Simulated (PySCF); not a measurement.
## HgB: one state, many levels of theory

State: ²Π (doublet), unpaired electrons π ↑. Set-up: PySCF, scalar-relativistic core potentials, basis sets Hg def2-TZVPP with ECP60, B def2-TZVPP. De refers to Hg + B in their high-spin ground configurations, without counterpoise correction. The functionals are run spin-unrestricted. A positive dipole means Hg(−)B(+). Levels whose curve was spin-contaminated or gave no clean fit are not listed.

```json
{"Level": "PBE", "Re (Å)": "2.284", "ωe (cm⁻¹)": "309", "De (eV)": "0.54", "μ (D)": "-1.54", "CPU s a point (SCF and correlation, without the integrals)": "1.6"}
{"Level": "r²SCAN", "Re (Å)": "2.289", "ωe (cm⁻¹)": "303", "De (eV)": "0.51", "μ (D)": "-1.54", "CPU s a point (SCF and correlation, without the integrals)": "2.6"}
{"Level": "TPSSh", "Re (Å)": "2.357", "ωe (cm⁻¹)": "260", "De (eV)": "0.374", "μ (D)": "-1.60", "CPU s a point (SCF and correlation, without the integrals)": "3.4"}
{"Level": "PBE0", "Re (Å)": "2.343", "ωe (cm⁻¹)": "266", "De (eV)": "0.376", "μ (D)": "-1.58", "CPU s a point (SCF and correlation, without the integrals)": "3"}
{"Level": "B97-3", "Re (Å)": "2.427", "ωe (cm⁻¹)": "215", "De (eV)": "0.218", "μ (D)": "-1.53", "CPU s a point (SCF and correlation, without the integrals)": "1.8"}
{"Level": "M06", "Re (Å)": "2.546", "ωe (cm⁻¹)": "168", "De (eV)": "0.230", "μ (D)": "-0.93", "CPU s a point (SCF and correlation, without the integrals)": "3.1"}
{"Level": "LC-ωPBE", "Re (Å)": "2.415", "ωe (cm⁻¹)": "204", "De (eV)": "0.189", "μ (D)": "-1.59", "CPU s a point (SCF and correlation, without the integrals)": "2.9"}
{"Level": "B2PLYP", "Re (Å)": "2.391", "ωe (cm⁻¹)": "213", "De (eV)": "0.199", "μ (D)": "-1.39", "CPU s a point (SCF and correlation, without the integrals)": "2.9"}
```

**Question.** What does a quarter of exact exchange do here, going from PBE to PBE0?

**Answer.** PBE0 less PBE: +5.9 pm in Re, -13.9 % in ωe, -0.16 eV in De. Exact exchange removes part of the self-interaction that spreads semilocal densities, and in most molecules shortens and stiffens the bond and lowers De; here Re and ωe go the other way.

**Question.** What does the step from GGA to meta-GGA do here, going from PBE to r²SCAN?

**Answer.** r²SCAN less PBE: +0.5 pm in Re, -1.9 % in ωe, -0.03 eV in De. 

Correlated steps freeze 1 core orbital. The bond is weak. Basis-set superposition, not corrected here, can be much of De in a small basis, most of all at correlated wavefunction levels. Functionals without a dispersion term scatter widely for such bonds, and LDA overbinds them. These are scalar-relativistic numbers at best; spin–orbit coupling would shift them, the dissociation energy most. B2PLYP dipoles, levels and charges come from its SCF part alone. The state is the lowest determinant that a PBE0 search found; another state may lie lower at other levels.

The whole job (state search and all levels along the bond) took about 17 min on 1 thread of Arm Neoverse V1 (shared host), peak memory 2.8 GiB.
